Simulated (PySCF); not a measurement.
Molecule: SMILES CSc1ncns1, C$_{3}$H$_{4}$N$_{2}$S$_{2}$.

Cartesian coordinates in Å; atom numbers follow the order of the lines, from 1:
```xyz
11

C    -2.1285    0.1554    0.0894
S    -1.1897   -1.3923   -0.0462
C     0.4041   -0.7465   -0.0658
N     0.7021    0.5170    0.0031
C     2.0375    0.6571   -0.0387
N     2.7843   -0.4029   -0.1346
S     1.8462   -1.7417   -0.1841
H    -3.1779   -0.1191    0.1113
H    -1.9086    0.7775   -0.7717
H    -1.8411    0.6616    1.0048
H     2.4770    1.6364    0.0066
```

Frames of a GFN2-xTB Langevin trajectory at 300 K; GIAO PBE0/pcSseg-1 shieldings in PySCF 2.14.0 with density-fitted response routines, gas phase, non-relativistic; equivalent atoms averaged within each frame.

Referencing at the same level of theory: ¹³C (186.93 ppm), ¹H (31.72 ppm) against TMS; CS2 for ³³S (503.73 ppm); ¹⁵N (267.73 ppm) against NH3. The references are static minima.

Question: How do the shifts (ppm) fluctuate along the trajectory?

Answer: 
```tsv
time (fs)	C3	C5	C1	S7	S2	N6	N4	H11	H8/H9/H10
optimised geometry	199.4	162.6	22.8	420	46	312.6	318.0	8.26	2.82
250	201.6	168.1	19.5	429	50	318.4	315.9	8.07	1.85
425	202.9	162.6	18.6	371	50	289.9	335.1	8.54	3.34
625	194.9	163.4	16.6	411	24	317.9	322.2	8.81	2.45
800	205.2	165.7	16.5	459	25	323.8	319.7	8.55	3.36
1000	211.3	163.7	33.8	469	116	329.8	307.5	8.39	3.74
mean of frames	203.2	164.7	21.0	428	53	316.0	320.1	8.47	2.95
standard deviation	6.0	2.2	7.3	40	37	15.3	10.1	0.27	0.77
```

5 frames give an uncertainty of the mean of about the standard deviation over 2.2 at best, since frames this close in time may not be independent; classical motion lacks zero-point vibration, and the reference would need the same averaging.
